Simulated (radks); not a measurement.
Values are calculated unless marked as measured or tabulated.
Excited configurations of Tc3+: one electron is placed in a higher orbital outside [Kr] 4d3. The ground configuration is [Kr] 4d4. Code: a radial shooting solver on a logarithmic mesh with Libxc functionals. Model: scalar-relativistic Kohn-Sham, LDA (Slater exchange, Perdew-Wang correlation), spin-polarised, spherical densities, point nucleus; open shells are filled with parallel spins first (spin-orbit coupling, left out, can overturn this in heavy ions). Excitation = E - E(ground); binding = E(ion) - E, where the ion is the core of charge +4; n* = 4/sqrt(2 binding) in atomic units, and the quantum defect is n - n*.

outer orbital	excitation (eV)	binding (eV)	quantum defect	eigenvalue (eV)	<r> (bohr)
5d	24.834	18.501	1.570	-16.110	3.845
5f	32.845	10.490	0.444	-9.058	6.323
6s	25.798	17.536	2.477	-15.716	4.815
6p	28.343	14.992	2.189	-13.382	5.407
6f	36.102	7.233	0.514	-6.388	9.971

The Delta-SCF ionisation energy is 43.335 eV (NIST Atomic Spectra Database: 41 eV, theoretical). Self-interaction in the functional shifts the binding energies and quantum defects, so they are the method's values and not measured ones. Open shells are spherical and high-spin; term and fine-structure splittings are not resolved.
